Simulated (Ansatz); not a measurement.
The lowest singlet and triplet of NH2 (SMILES [NH2+]); geometries from B3LYP-D3(BJ)/def2-TZVP, each state relaxed from the structure named, with no frequency check.
Singlet at the triplet's geometry (charge 1, multiplicity 1):
```xyz
3

N      0.0001    -0.0512     0.0000
H     -1.0110     0.1766     0.0000
H      1.0100     0.1820     0.0000
```

A positive gap puts the triplet lower; no zero-point energy. R- takes a restricted singlet. U- takes an unrestricted singlet (broken symmetry where lower, unprojected). The triplet is unrestricted in single-reference levels. Active spaces average the two states.

Frozen-core correlation.

Codes used: Ansatz (Gaussian basis) for Hartree–Fock, density functionals and correlated methods. Values without a source in brackets are computed.

Task: One of these levels gives 21.28 kcal/mol for the gap E(singlet) − E(triplet), vertical, at the triplet's geometry. Name it.
(A) R-PBE0/def2-TZVPP
(B) FIC-NEVPT4(SD) on SA-CASSCF(6,6)/cc-pVTZ
(C) U-wB97M-V/def2-TZVPP (spin-contaminated)
(D) R-wB97X-V/def2-TZVPP

Result: C, U-wB97M-V/def2-TZVPP (spin-contaminated). The others give 56.31 (R-PBE0/def2-TZVPP), 47.35 (R-wB97X-V/def2-TZVPP), 42.46 (FIC-NEVPT4(SD) on SA-CASSCF(6,6)/cc-pVTZ)

Doubts at one or more of the structures used: a restricted determinant that unrestricted orbitals would lower (R-PBE0/def2-TZVPP, R-wB97X-V/def2-TZVPP).

Ansatz is a quantum-chemistry and plane-wave program.
